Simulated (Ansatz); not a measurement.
Pd₄S₃, relaxed as a singlet with RKS r2SCAN-D4/def2-SVP in Ansatz, starting from the GFN1-xTB geometry. Force threshold 0.02 eV/Å.

In the def2 sets Pd takes a core potential; there is no spin–orbit coupling. The restricted singlet is unstable towards broken spin symmetry in Hartree–Fock (as tested in another run); at r2SCAN-D4/def2-SVP this wasn't settled. The relaxation made no stability test and no search for a lower SCF solution. No other spin state of charge 0 was run. The structure comes from a short search, and lower isomers may exist.

Start:

```xyz
7

Pd   -0.406    0.286    1.799
Pd    1.855    0.163    0.153
Pd   -0.077   -1.867    0.038
Pd   -0.798    0.825   -1.158
S     0.466    1.917    0.492
S     0.877   -0.742   -1.679
S    -1.918   -0.583    0.354
```

(1) Estimate the energy that the relaxation releases and the steps that it takes.

(2) Does the start keep its bonding and symmetry?

(3) Predict the relaxed structure.

Results:

(1) 5.9 kJ/mol, in 5 steps; 16 s on 4 threads of Intel Xeon 6975P-C on a shared host. No frequencies were taken in this run, so the end may be a saddle point.

(2) By distances, no bond broke or formed. The bond that changes most is Pd4–S5, from 2.35 to 2.37 Å (atoms count from 1). Point group C3v at the start, C3v at the end, both within 0.05 Å.

(3) 
```xyz
7

Pd   -0.4582    0.3355    1.8158
Pd    1.8887    0.2039    0.1062
Pd   -0.1146   -1.8992   -0.0110
Pd   -0.7748    0.8006   -1.1252
S     0.4915    1.9428    0.5251
S     0.9093   -0.7717   -1.6938
S    -1.9418   -0.6118    0.3830
```
Bond lengths (bridged metal pairs left out): 9 × Pd–S 2.27 to 2.37 Å.
